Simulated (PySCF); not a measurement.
Ta(O)(F)2(OMe) (CH3F2O2Ta), SMILES C[O][Ta](=[O])([F])[F], multiplicity 1.

Geometry optimised at B3LYP-D3(BJ)/def2-SVP. The spin state was assumed, not searched. The structure was generated by enumeration; whether it is a known compound was not checked. The def2 effective core potentials stand for the cores of Ta; spin–orbit coupling is left out. One conformer was computed; it need not be the lowest.

Method: PBE/def2-TZVP (PySCF).

Isolated molecule, no solvent.

| Quantity | Result |
|---|---|
| total energy | -447.15622 hartree |
| point group | Cs |
| highest occupied level | -7.81 eV |
| lowest empty level | -1.83 eV |
| orbital gap | 5.98 eV |
| dipole moment | 3.26 D |
| quadrupole, principal values (traceless, Buckingham form, about the centre of nuclear charge) | -6.61, -4.71, 11.31 D·Å |
| mean static polarisability | 56.4 bohr³ (8.35 Å³) |
| polarisability, principal values | 48.1, 53.1, 67.9 bohr³ |
